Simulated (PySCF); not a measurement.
The multiplicity is imposed and other spin states were not computed.

Cartesian coordinates (Å):
```xyz
14

Cd     0.1082    -0.1241    -0.0757
C      1.5473     0.4331     1.3353
H      1.5518     1.5252     1.4714
H      2.5507     0.1130     1.0173
H      1.3235    -0.0348     2.3064
N     -1.3175    -0.6299    -1.3999
C     -2.1797    -1.7699    -1.2341
C     -1.4551    -0.0192    -2.6954
H     -3.2544    -1.5018    -1.3527
H     -1.9800    -2.5796    -1.9746
H     -2.0716    -2.2174    -0.2315
H     -1.2077    -0.7127    -3.5330
H     -2.4954     0.3321    -2.8833
H     -0.7975     0.8602    -2.8011
```
Charge 0, multiplicity 1.

Task: Estimate the LUMO, HOMO, dipole moment, HOMO–LUMO gap, charge on the central atom (Mulliken) and total energy that TPSSh-D3(BJ)/def2-TZVP // r2SCAN-D4/def2-SVP run with PySCF returns for this input.

Result: 
```yaml
LUMO: -0.49 eV
HOMO: -4.63 eV
dipole_moment: 0.93 D
HOMO–LUMO gap: 4.14 eV
charge on the central atom (Mulliken): 0.58 e
total_energy: -342.2465 Ha
```
